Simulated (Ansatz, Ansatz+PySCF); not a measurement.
```xyz
5

Ti    0.0000    0.0000    0.0000
Cl    1.1446    1.1446    1.1446
Cl    1.1446   -1.1446   -1.1446
Cl   -1.1446    1.1446   -1.1446
Cl   -1.1446   -1.1446    1.1446
```

RHF-MP2 on singlet TiCl4 was run in several spherical basis sets with Ansatz (development build ahead of 0.2.0). Frozen core: 25 orbitals. Caution: other spin multiplicities were not run. Caution for RHF-MP2: no unrestricted run beside it, a lower state can exist.

Rank the basis sets by the total energy that they give, lowest first, with the distance from the lowest.
A. 6-31G(d)
B. def2-SVP
C. cc-pVDZ

C (0.00 eV), A (6.65 eV), B (20.91 eV).

Totals follow the description of the cores as much as that of the bonds, so this order isn't one of quality for chemistry.
